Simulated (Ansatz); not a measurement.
```yaml
crystal:
  periodic: [false, false, false]
  atoms:
    - {symbol: F, position_ang: [-1.843549, -0.067143, 0.073323]}
    - {symbol: Nb, position_ang: [-0.008227, -0.028260, 0.023124]}
    - {symbol: F, position_ang: [1.210450, -0.701635, 1.220555]}
    - {symbol: Cl, position_ang: [-0.085827, -2.129608, -0.932279]}
    - {symbol: Cl, position_ang: [0.877661, 0.995061, -1.769312]}
    - {symbol: Cl, position_ang: [-0.108508, 1.867585, 1.338488]}
basis:
  gaussian: {orbitals: STO-3G, fitting: {mean_field: def2-universal-jkfit}, final_grid: {core_spheres: 20, valence_spheres: 16, degree: 47}}
hamiltonian: {xc: {name: B3LYP-D3}, dispersion: d4, pseudopotentials: {relativity: none}}
output: {forces: true}
```

```sh
$ ansatz run in.yaml --threads 4 --pin off --events-out ev --progress --plain --max-ram 10444MiB
```

(1) How does Ansatz answer? (Best estimate.)

## Answers

(1) Ansatz gave: The program refused the input.
```
Error: YAML parse error: error: line 12 column 19: hamiltonian.xc: no functional is named "B3LYP-D3"; the names, which are not case-sensitive, are SVWN5, SPW92, PBE, PBE0, PBEsol, revPBE, revPBE0, RPBE, rPW86-PBE, HSE06, wPBEh, LC-wPBE, HISS, HF, BLYP, B3LYP, B3LYP5, BHLYP, CAM-B3LYP, r2SCAN, r2SCANh, r2SCAN0, r2SCAN50, m-r2SCAN, B97, wB97, wB97X, wB97X-V, B97M-V, wB97M-V, B2PLYP, B2GP-PLYP, PBE0-DH, PBE-QIDH
10 | basis:
11 |   gaussian: {orbitals: STO-3G, fitting: {mean_field: def2-universal-jkfit}, final_g…
12 | hamiltonian: {xc: {name: B3LYP-D3}, dispersion: d4, pseudopotentials: {relativity: …
13 | output: {forces: true}
```

HSE06 is defined as in plane-wave codes.
